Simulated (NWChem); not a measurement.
Species: SiHSF₃; SMILES F[Si](F)(S)F

```xyz
6

F      0.7626    -0.9664    -1.2508
Si    -0.0181    -0.3449    -0.0006
F      0.6672    -0.9785     1.2985
F     -1.5378    -0.8302    -0.0563
S     -0.0074     1.7500     0.0046
H      1.3439     1.8048     0.0132
```
Atoms are numbered in this order, from 1.

Computed with NWChem. Structure relaxed at the PBE0/def2-SVP level. Ions are spin-unrestricted doublets at the neutral geometry; other ion states weren't tried.

**Question.** Predict the results for B3LYP/def2-SVP. Quantities: vertical ionisation energy, ΔSCF (eV); −ε(HOMO) (eV).

**Answer.** The vertical ionisation energy, ΔSCF (eV) is 11.16. The −ε(HOMO) (eV) comes out as 8.17.
